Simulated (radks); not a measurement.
Neutral lead inside a hard spherical wall (all orbitals vanish at R), configuration held at [Hg] 6p2 and not refilled when levels cross. All-electron calculation, scalar-relativistic Kohn-Sham, PBEsol, spin-unpolarised, spherical densities, finite nucleus; Fermi nuclear charge, rms radius 5.5012 fm. Program: a radial shooting solver on a logarithmic mesh with Libxc functionals. Eigenvalues in eV, with the zero of energy where the potential of the charges vanishes at infinity; a dash marks a level that is unbound or too diffuse for the functional's potential to be trusted. A positive occupied level is held by the wall or, in an anion where self-interaction has pushed it up, behind a barrier. The pressure on the wall is -dE/dV.

| R (bohr) | E (hartree) | kinetic (hartree) | e(5p) | e(5d) | e(6s) | e(6p) | e(7s, empty) | e(6d, empty) | pressure (GPa) |
|---|---|---|---|---|---|---|---|---|---|
| free | -20870.4787 | 23569.659 | -85.822 | -21.168 | -12.083 | -3.518 | - | - | 0 |
| 15 | -20870.4787 | 23569.659 | -85.821 | -21.167 | -12.082 | -3.517 | -0.411 | 0.967 | < 0.0001 |
| 12 | -20870.4785 | 23569.661 | -85.806 | -21.152 | -12.069 | -3.505 | -0.162 | 1.412 | 0.00210 |
| 8 | -20870.4718 | 23569.705 | -85.453 | -20.804 | -11.775 | -3.190 | 1.895 | 3.367 | 0.247 |
| 6 | -20870.4260 | 23569.945 | -84.301 | -19.682 | -10.843 | -1.940 | 7.363 | 7.108 | 3.67 |
| 4 | -20869.9062 | 23572.310 | -78.928 | -14.636 | -5.684 | 5.882 | 34.449 | 23.109 | 115 |
| 3 | -20867.8475 | 23580.939 | -68.143 | -4.522 | 8.432 | 25.941 | 91.339 | 55.787 | 1170 |
| 2 | -20850.9926 | 23644.094 | -26.749 | 40.610 | 93.222 | 133.32 | 331.09 | 194.47 | 26900 |
